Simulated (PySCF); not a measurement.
Ge(I)3(OH), HGeI₃O, SMILES [OH][Ge]([I])([I])[I], singlet, PBE0/def2-SVP optimised geometry.

```
6

O     -1.24    -1.99    -1.49
Ge    -0.79    -1.17     0.00
I     -1.70    -2.42     1.98
I      1.71    -1.17     0.00
I     -1.71     1.17     0.00
H     -2.20    -2.06    -1.61
```

Density from PBE0/def2-TZVP, def2 effective core potentials past Kr run with PySCF at that geometry. The core electrons that the potentials of I replace are not part of the density.

Minimum of the electron density along straight lines between bonded atoms, close to the bond critical point (lines longer than 1.1 times the sum of covalent radii, or with two minima, are not listed):

| bond | length / Å | ρ at the minimum / e bohr⁻³ | ∇²ρ there / e bohr⁻⁵ | position (fraction from the first atom) |
|---|---|---|---|---|
| O1–Ge2 | 1.763 | 0.150 | 0.67 | 0.53 |
| Ge2–I3 | 2.515 | 0.082 | -0.03 | 0.43 |
| Ge2–I4 | 2.492 | 0.086 | -0.04 | 0.43 |
| Ge2–I5 | 2.515 | 0.082 | -0.03 | 0.43 |
| O1–H6 | 0.967 | 0.352 | -2.38 | 0.81 |
